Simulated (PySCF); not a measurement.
# How methods differ on the ionisation energy of Dy³⁹⁺

Dy³⁹⁺ [Ar] 3d9 (2D) → Dy⁴⁰⁺ [Ar] 3d8 (3F), as a difference of total energies. Computed with PySCF 2.14 in an even-tempered Gaussian basis (18 s from 6.9 bohr⁻², ratio 2.5; 13 p from 9 bohr⁻², ratio 2.5; 8 d from 9 bohr⁻², ratio 2.5; 4 f from 40 bohr⁻², ratio 2.7; 3 g from 60 bohr⁻², ratio 2.7), with scalar relativity by spin-free X2C-1e. Correlated levels: outer shells: [Ne] frozen; virtual orbitals above 40 to 60 times the deepest correlated orbital energy dropped. The calculations carry no spin-orbit coupling.

```json
{"method": "UHF", "ionisation energy (eV)": "3002.0"}
{"method": "LDA", "ionisation energy (eV)": "3002.6"}
{"method": "r2SCAN", "ionisation energy (eV)": "3001.0"}
{"method": "M06-L", "ionisation energy (eV)": "3003.0"}
{"method": "TPSS", "ionisation energy (eV)": "3000.2"}
{"method": "MP2 (outer shells)", "ionisation energy (eV)": "3003.7"}
{"method": "SCS-MP2 (outer shells)", "ionisation energy (eV)": "3003.5"}
```

Task: Estimate what PBE gives.

Result: 3001.4 eV, closest to r2SCAN among the rows shown.

Task: Estimate what PBE0 gives.

Result: 3002.1 eV, closest to UHF among the rows shown.

Spin-orbit coupling is strong in these open shells (close to jj coupling). The scalar numbers leave it out and a first-order estimate fails, so it can dominate the gap to the real levels.

Breit and QED terms and the two-electron picture change are absent.

For comparison: 2987 ± 4 eV (theoretical estimate listed by NIST; NIST Atomic Spectra Database, ionization energies).
